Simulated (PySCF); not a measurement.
An unknown shows these calculated signals:

1H NMR (600 MHz, computed): δ 6.71 (m, 1H), 5.74 (m, 1H), 5.18 (m, 1H), 4.80 (m, 1H).

13C{1H} NMR (computed): δ 162.7 (C), 130.1 (C), 120.9 (CH), 112.1 (CH), 75.4 (CH2).

Relativity neglected, in vacuum, one conformer, averaged over atoms made equivalent by symmetry, fast rotation or ring inversion. GFN2-xTB structure; σ from GIAO-PBE0/pcSseg-1; PySCF 2.14.0 with density-fitted response routines.

Shifts are taken against calculated references (same method and geometry level): 1H (σ = 31.72 ppm), 13C (σ = 186.93 ppm) against TMS.

Problem. Which of these does the molecule contain: an amide, a vinyl group CH=CH2, a Si–H bond, a CF3 group, a non-aromatic C=C double bond?

Solution. 
- An amide: no.
- A vinyl group CH=CH2: no.
- A Si–H bond: no.
- A CF3 group: yes (δC 130.1).
- A non-aromatic C=C double bond: yes.

The data belong to `F[C@H]1C=C(OC(F)(F)F)CO1`, C5H4F4O2; they needn't prove each group on their own.

Carbon signals by region: 1 in the far downfield region (above 160 ppm), 3 in the sp2 and nitrile region (100–160 ppm), 1 at 50–100 ppm. Above 160 ppm: 162.7, alkene carbon bearing oxygen.

Splittings by 19F in the carbon and heteronuclear signals aren't shown, as no couplings were computed. Shifts are as computed. Against solution values, carbons near 30 ppm lie about +3 ppm off and those near 130 ppm about +5 ppm. Of 1309 compounds with measured shifts, 239 miss one by over three times the rms of a fit or turn the order of signals round; such compounds aren't used in these exercises. Multiplicities follow the n + 1 count of equivalent neighbours, as no J values were calculated; m marks all less simple cases, F and P coupling included.
